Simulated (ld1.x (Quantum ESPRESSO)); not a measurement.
**Before and after: TM potential for Cl**

- Element: Cl (Z = 17)
- Generator: ld1.x (Quantum ESPRESSO) 7.5
- Type: norm-conserving Troullier–Martins (Kleinman–Bylander form)
- Functional: LDA (PZ)
- Relativity: scalar-relativistic
- Frozen core: [Ne]
- Valence charge: 7
- Reference configuration: 3s2 3p5
- Partial waves: 3p (bound): rc 1.35 bohr; 3s (bound): rc 1.35 bohr
- Local potential: the s channel
- Core correction: a·sin(br)/r model core inside 1.00 bohr

All-electron outer shells of the reference configuration (LDA (PZ), scalar-relativistic, ld1.x):

```
shell  level (eV)  outermost node (bohr)  outermost maximum (bohr)
   2s     -251.73                   0.12                      0.36
   2p     -191.63                      –                      0.30
   3s      -20.69                   0.56                      1.27
   3p       -8.70                   0.53                      1.43
```

Change: all radii but the core radius scaled by about 1.21 (s 1.64, p 1.64 bohr).

Cutoffs: the cutoffs (Ry, on a coarse ladder) from which the occupation-weighted sum of valence levels, in a spherical-Bessel basis at the reference potential, stays within 10 and 1 mRy of its value at 400 Ry; they do not see the model core or the augmentation charge, which bear on the density cutoff. Errors are all-electron minus pseudo energies relative to the spin-unpolarised reference configuration.

Predict the effect on cutoff, ghosts and configuration errors.

The potential gets softer (50 Ry and 80 Ry → 40 Ry and 55 Ry); of the 9 tests that both files solve, the error grows in 6 and shrinks in 1 by more than 15 % and 0.3 meV (median size 6.6 → 6.9 meV); neither file shows a bound ghost. A larger radius leaves more room for a smooth pseudo-wave, so fewer plane waves are needed.

```csv
quantity,base,changed
"cutoff, loose",50 Ry,40 Ry
"cutoff, tight",80 Ry,55 Ry
loose cutoff by channel (10 mRy a level),"p 15 Ry, s 30 Ry","p 12 Ry, s 21 Ry"
bound ghosts,none,none
"error for 3s2 3p4, meV [ΔE 13.97 eV]",+3.3,+6.4
"error for 3s2 3p3, meV [ΔE 39.50 eV]",+26,+42
"error for 3s2 3p2, meV [ΔE 77.89 eV]",+92,+136
"error for 3s1 3p6, meV [ΔE 12.05 eV]",+0.5,-3.5
"error for 3s2 3p4.5, meV [ΔE 5.63 eV]",+0.3,+0.9
"error for 3s2 3p1, meV [ΔE 130.27 eV]",+234,+323
"error for 3s1 3p5, meV [ΔE 26.57 eV]",+5.9,+3.0
"error for 3s2 3p5 (spin-polarised), meV [ΔE -0.19 eV]",+6.6,+6.9
"error for 3s2 3p4 (spin-polarised), meV [ΔE 13.09 eV]",+37,+41
```
